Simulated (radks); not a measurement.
The numbers below are computed, except where a source is named.
The table gives one normalised radial function P(r) = r R(r) of Gd59+ in [He] 2s2 2p1 (r in bohr). Code: a radial shooting solver on a logarithmic mesh with Libxc functionals. Model: scalar-relativistic Kohn-Sham, SCAN, spin-polarised, spherical densities, finite nucleus; open shells are filled with parallel spins first (spin-orbit coupling, left out, can overturn this in heavy ions); meta-GGA in the generalised Kohn-Sham scheme; Fermi nuclear charge, rms radius 5.1569 fm.

r,P
0.001663,2.0112
0.002048,2.3589
0.002541,2.7669
0.003154,3.2208
0.003914,3.7141
0.004819,4.2135
0.005981,4.7359
0.007423,5.2290
0.009213,5.6471
0.01143,5.9337
0.01408,6.0272
0.01747,5.8790
0.02169,5.4448
0.02691,4.7285
0.03314,3.8299
0.04113,2.7945
0.05104,1.8057
0.06335,1.0047
0.07799,0.4806
0.0968,0.1783
0.1201,0.0498
0.1491,0.0098
0.1836,0.0014
0.2278,0.0001
0.2828,0.0000
0.3509,0.0000
0.4321,0.0000
0.5363,0.0000
0.6656,0.0000

Which n and l does it have? It may be an empty orbital.

Answer. n = 1, l = 0: the number of nodes gives n - l - 1 = 0, the rise at small r (about r^(l+1), flatter next to the nucleus through relativity) gives l, and the extent must fit the shell. The curve is that of 1s down; the table hardly tells the two spins apart. 1s down: eigenvalue -56389 eV, 0 radial nodes, <r> = 0.0218 bohr, 90 % of the charge inside 0.0394 bohr.
